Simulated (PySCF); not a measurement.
Si(Cl)(I)(OH)2, SMILES O[Si](O)(Cl)I (PBE0/def2-SVP optimised geometry):

```
7

O      1.331    -0.857     0.000
Si    -0.304    -0.857     0.000
O     -0.837     0.696     0.000
Cl    -0.878    -1.870    -1.678
I     -1.219    -2.006     1.958
H      1.767    -0.328     0.676
H     -1.767     0.857     0.187
```

Level of theory: PySCF with PBE0/def2-TZVP, def2 effective core potentials past Kr.

Question: What are the frontier orbital energies and the dipole moment?

Answer: HOMO-2 -9.24 eV, HOMO-1 -7.99 eV, HOMO -7.92 eV, LUMO -0.61 eV, LUMO+1 0.53 eV; dipole moment 1.98 D.

On the same geometry PBE/def2-TZVP, def2 effective core potentials past Kr (PySCF 2.14.0) gives HOMO-2 -7.90 eV, HOMO-1 -6.79 eV, HOMO -6.73 eV, LUMO -1.50 eV, LUMO+1 -0.36 eV; dipole moment 1.92 D.
